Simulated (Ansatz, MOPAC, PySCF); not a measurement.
Species: trichloro(prop-2-enyl)germane, C3H5Cl3Ge, net charge 0, singlet state. SMILES: C=C[CH2][Ge]([Cl])([Cl])[Cl]
Geometry from a B3LYP-D3(BJ)/def2-TZVP (Ansatz, an electronic-structure program) optimisation:
```
C
H 1 1.0903
H 1 1.0911 2 108.95
C 1 1.4896 2 112.56 3 125.81
C 4 1.3276 1 124.32 2 14.90
H 5 1.0816 4 121.31 1 178.93
H 5 1.0837 6 116.99 4 179.92
H 4 1.0849 5 119.60 6 0.79
Ge 1 1.9651 2 105.62 3 -112.61
Cl 9 2.1525 1 111.06 2 -57.03
Cl 9 2.1563 1 111.00 2 -177.00
Cl 9 2.1574 1 111.10 2 63.02
```

Wanted: size of the dipole moment, in D. Conventions: six Cartesian d functions in 6-31G* and its kin unless marked 5d; no spin-orbit coupling; non-relativistic; dispersion terms only where a functional's name holds one; PM7 with its own dispersion and hydrogen-bond terms; LANL2DZ with its own core potentials from Na on. Ab initio and DFT rows: single points at B3LYP-D3(BJ) geometries (Ansatz). Semi-empirical rows: dipoles at the shared geometry.

```json
[
 {"level": "PM3", "program": "MOPAC", "size of the dipole moment (D)": "2.82"},
 {"level": "PM6", "program": "MOPAC", "size of the dipole moment (D)": "3.00"},
 {"level": "PM7", "program": "MOPAC", "size of the dipole moment (D)": "3.32"},
 {"level": "SVWN5/6-31G*", "program": "Ansatz", "size of the dipole moment (D)": "3.23"},
 {"level": "BLYP/6-31G*", "program": "Ansatz", "size of the dipole moment (D)": "3.21"},
 {"level": "BLYP/6-31G* with LANL2DZ past Ar", "program": "Ansatz", "size of the dipole moment (D)": "3.24"},
 {"level": "BP86/def2-SVP", "program": "PySCF", "size of the dipole moment (D)": "2.65"},
 {"level": "B3LYP/3-21G", "program": "Ansatz", "size of the dipole moment (D)": "3.81"},
 {"level": "B3LYP/6-31G", "program": "Ansatz", "size of the dipole moment (D)": "3.90"},
 {"level": "B3LYP/6-31G*", "program": "Ansatz", "size of the dipole moment (D)": "3.24"},
 {"level": "B3LYP/6-31G**", "program": "Ansatz", "size of the dipole moment (D)": "3.23"},
 {"level": "B3LYP/6-31G* with LANL2DZ past Ar", "program": "Ansatz", "size of the dipole moment (D)": "3.31"},
 {"level": "M06-2X/6-31G* with LANL2DZ past Ar (5d)", "program": "PySCF", "size of the dipole moment (D)": "3.30"}
]
```

No value to compare with is used here. The 13 habitual levels span 2.65 (BP86/def2-SVP) to 3.90 D (B3LYP/6-31G).

The levels are drawn from those run, B3LYP/6-31G* more often than the rest, none by its result; left out are runs that failed, that the program found above a lower state of the same kind, or whose <S^2> lies over 0.5 above the pure value.
